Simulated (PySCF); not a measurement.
# Low-lying terms of Re⁷⁺ (rhenium, charge +7)

Ground state [Xe] 4f14, ¹S. All numbers are calculated (PySCF 2.14, the spin-free X2C one-electron Hamiltonian (Gaussian nucleus), in x2c-SVPall with two added diffuse shells each of s, d type (9s5p8d2f, 78 functions)). Vertical excitation energies in eV without spin-orbit coupling; excited terms of each kind are numbered among those the solver found.

```
 term  leading excitation  TD-wB97X
1 3P°              5p → d    47.073
1 3F°              5p → d    47.727
1 1D°              5p → d    49.477
1 3D°              5p → d    49.477
1 1F°              5p → d    50.195
 1 3D              5s → d    90.358
 1 1S              5p → p    93.448
 1 1D              5s → d    93.552
 2 1D              5p → p    93.894
 1 3S              5p → p    94.342
 1 3P              5p → p    94.447
 2 3D              5p → p    94.455
```

Problem. What does TDA-wB97X give for these terms?

Solution. 1 3P° 47.145; 1 3F° 47.792; 1 1D° 49.479; 1 3D° 49.479; 1 1F° 50.200; 1 3D 90.369; 1 1S 93.455; 1 1D 93.581; 2 1D 93.898; 1 3S 94.342; 1 3P 94.447; 2 3D 94.455 (eV).

Where a singlet and its triplet coincide, the exchange integral that splits them vanishes by symmetry for a single excitation; correlation beyond this level separates them.

The spin-orbit splitting of the hole, absent here, rivals or exceeds the spacing of these terms, so the LS terms are model states.

Only the lower part of the computed list is shown. The solver can miss terms.
